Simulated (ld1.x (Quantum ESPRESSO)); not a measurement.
What one change does to a pseudopotential (Pd (Z = 46), PAW)

| Quantity | Value |
| --- | --- |
| Element | palladium (Pd) |
| Generator | ld1.x (Quantum ESPRESSO) 7.5 |
| Type | PAW |
| Functional | PBEsol |
| Relativity | scalar-relativistic |
| Frozen core | [Kr] |
| Valence charge | 10 |
| Reference configuration | 4d9 5s1 5p0 |
| Partial waves | 5s (bound): rcut 1.80, rcutus 2.25 bohr; 5s channel at 1.65 Ry: rcut 1.80, rcutus 2.25 bohr; 5p (bound, empty): rcut 3.25, rcutus 4.10 bohr; 5p channel at 1.2 Ry: rcut 3.25, rcutus 4.10 bohr; 4d (bound): rcut 1.20, rcutus 1.40 bohr; 4d channel at 0.4 Ry: rcut 1.20, rcutus 1.40 bohr |
| Local potential | all-electron potential smoothed inside 3.10 bohr (lloc = -1) |
| Core correction | a·sin(br)/r model core inside 0.75 bohr |
| Augmentation charge | PSQ, inside the norm-conserving radii |

Change: local potential all-electron potential smoothed inside 3.85 bohr (lloc = -1).

Cutoffs: the cutoffs (Ry, on a coarse ladder) from which the occupation-weighted sum of valence levels, in a spherical-Bessel basis at the reference potential, stays within 10 and 1 mRy of its value at 400 Ry; they do not see the model core or the augmentation charge, which bear on the density cutoff. Errors are all-electron minus pseudo energies relative to the spin-unpolarised reference configuration.

**Question.** What does the change do?

**Answer.** The potential gets neither clearly harder nor softer (55 Ry and 90 Ry → 55 Ry and 90 Ry); the bound ghost in s disappears; the errors of the 7 common tests hardly move. A state that the projectors do not describe sees the local part alone, so a deeper or shallower local part can create or remove a ghost.

```csv
quantity,base,changed
"cutoff, loose",55 Ry,55 Ry
"cutoff, tight",90 Ry,90 Ry
loose cutoff by channel (10 mRy a level),"s 8 Ry, d 45 Ry","s 6 Ry, d 45 Ry"
bound ghosts,s,none
"error for 4d10 5s0 5p0, meV [ΔE -1.51 eV]",-27,-30
"error for 4d9 5s0 5p0, meV [ΔE 7.61 eV]",-4.3,-4.8
"error for 4d8 5s0 5p0, meV [ΔE 28.43 eV]",-56,-60
"error for 4d6 5s0 5p0, meV [ΔE 112.10 eV]",-1137,-1240
"error for 4d9.5 5s0 5p0, meV [ΔE 1.73 eV]",-15,-17
"error for 4d9 5s0 5p1, meV [ΔE 3.80 eV]",-1.3,-1.5
"error for 4d7 5s0 5p0, meV [ΔE 62.77 eV]",-360,-392
s: phases at 4.44 bohr within 0.05 rad from the reference energy up to (Ry; the scan ends near 5),3.9,4.0
p: phases at 4.44 bohr within 0.05 rad from the reference energy up to (Ry; the scan ends near 5),1.4,1.4
d: phases at 4.44 bohr within 0.05 rad from the reference energy up to (Ry; the scan ends near 5),2.6,2.4
lowest overlap eigenvalue by channel,"s 0.57, p 0.54, d 1.00","s 0.48, p 0.57, d 1.00"
```

 A true bound ghost makes a file unfit for plane-wave use even where its test errors are small: the radial tests pick states by their node count and pass the ghost by.
